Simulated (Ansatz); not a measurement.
Consider the hydrogenolysis of the Si–O bond: `CN(C)[Si](O)(O)O` + H₂ → `CN(C)[SiH](O)O` + H₂O.

Gas-phase electronic energies from Ansatz, PBE0-D4/def2-TZVP geometries. CCSD(T)/CBS is the MP2 limit (def2-TZVPP, def2-QZVPP) plus CCSD(T) − MP2 in def2-TZVPP, frozen cores. This one scheme is used for every species. Functionals use def2-TZVPP. B3LYP here is the variant with VWN-RPA as its local correlation; programs differ in this. Each species was taken in one conformer, which may not be the lowest.

CCSD(T)/CBS gives +22.3 kcal/mol.

(1) Another level gave +22.9 kcal/mol. Which?
A. HF/def2-TZVPP
B. PBE0/def2-TZVPP
C. B3LYP-D4/def2-TZVPP
D. r2SCAN-D4/def2-TZVPP

Largest T1 diagnostic among the species: 0.011.

Answers

(1) C. B3LYP-D4 22.9, r2SCAN-D4 24.1, PBE0 20.5, HF/def2-TZVPP 21.5 kcal/mol.

The D4 term adds +1.9 kcal/mol with B3LYP and +1.0 kcal/mol with PBE0; it sums over pairs of atoms, weighted by their polarisabilities, and B3LYP, whose exchange is more repulsive, gets the larger term. In def2-TZVPP, CCSD(T) changes the Hartree–Fock value by +1.0 kcal/mol (the triples alone add +0.5 kcal/mol) and MP2 by +1.9 kcal/mol.
